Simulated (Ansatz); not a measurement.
Start from `C[O][GaH][O]C` and change one atom or group to get `C[O][GaH][CH3]`.

Ansatz, PBE0-D4/def2-TZVP geometries, multiplicity 1. Each molecule was computed in one conformer, which needn't be the lowest.

Scalar relativity is left out up to krypton.

```tsv
property	`C[O][GaH][O]C`
ideal-gas entropy at 298 K and 1 bar (rigid rotor, harmonic PBE0-D4/def2-TZVP) / J/(mol·K)	382
HOMO energy (B3LYP/def2-TZVPP) / eV	-7.40
HOMO–LUMO gap (B3LYP/def2-TZVPP) / eV	6.55
HOMO energy (PBE0/def2-TZVPP) / eV	-7.63
size of the dipole moment (B3LYP/def2-TZVPP) / D	1.32
LUMO energy (ωB97M-V/def2-TZVPP) / eV	1.08
```

Task: What does the change do to each property? (An estimate is asked.)

Result: Ansatz gave: 
| property | `C[O][GaH][CH3]` | shift |
| --- | --- | --- |
| ideal-gas entropy at 298 K and 1 bar (rigid rotor, harmonic PBE0-D4/def2-TZVP) / J/(mol·K) | 355 | -27 |
| HOMO energy (B3LYP/def2-TZVPP) / eV | -7.42 | -0.02 |
| HOMO–LUMO gap (B3LYP/def2-TZVPP) / eV | 6.38 | -0.17 |
| HOMO energy (PBE0/def2-TZVPP) / eV | -7.64 | -0.01 |
| size of the dipole moment (B3LYP/def2-TZVPP) / D | 1.82 | 0.50 |
| LUMO energy (ωB97M-V/def2-TZVPP) / eV | 0.90 | -0.18 |

The zero-point energy changes by -16.2 kJ/mol with -3 modes. Dipoles are sizes alone; their direction can turn. Modes under 60 cm⁻¹, often nearly free rotors, make the harmonic entropy too high.

B3LYP here is the variant with VWN-RPA as its local correlation; programs differ in this.
